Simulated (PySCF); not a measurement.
Calculation: PBE-D3(BJ)/def2-TZVP // B3LYP-D3(BJ)/def2-SVP (PySCF). All species are isolated molecules in the gas phase. One relaxed conformer stands for a flexible species; it need not be the lowest. Excitations are Tamm–Dancoff values on a coarser integration grid. The basis has no diffuse functions, so Rydberg states are missing or too high.

Reference species (SMILES): `N[Si](N)(N)N` (neutral, multiplicity 1).

```json
{
  "HOMO–LUMO gap": "5.25 eV",
  "LUMO": "-0.03 eV",
  "T1 excitation (TDA)": "5.16 eV",
  "HOMO": "-5.28 eV"
}
```

Changed species: `N[Si](N)(N)CC` (1 of 4 NH2 replaced by C2H5; the reference has 0 of 4 NH2 replaced by C2H5).

Predict the effect on the HOMO–LUMO gap, LUMO, T1 excitation (TDA) and HOMO.

the HOMO–LUMO gap rises by 0.15 eV, to 5.40 eV; the LUMO is nearly the same; the T1 excitation (TDA) goes up by 0.14 eV, to 5.30 eV; the HOMO decreases by 0.15 eV, to -5.43 eV.
